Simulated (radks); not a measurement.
Q: These are the eigenvalues of the occupied orbitals of an atom or ion with whole-number occupations (eV). Calculated with a radial shooting solver on a logarithmic mesh with Libxc functionals: non-relativistic Kohn-Sham, LDA (Slater exchange, Perdew-Wang correlation), spin-polarised, spherical densities, point nucleus.

orbital  eigenvalue
1s up     -2080.508
1s down   -2080.230
2s up     -182.8109
2s down   -182.4903
2p up     -135.1759
2p down   -134.7761
3s up      -23.9852
3s down    -22.0193
3p up      -15.0054

Which element is it, and in what charge state? The configuration may be excited. Open shells, if any, are filled with parallel spins first.

A: Z = 15, phosphorus, charge +1: P+ in [Ne] 3s2 3p2. The list shows which subshells hold electrons but not how many an open one holds; the 1s level, -76.457 hartree, gives Z - s = 12.4 by -(Z - s)^2/2, which with screening narrows Z to a few neighbours, and the depths of the outer levels then fix element, charge and occupations together.
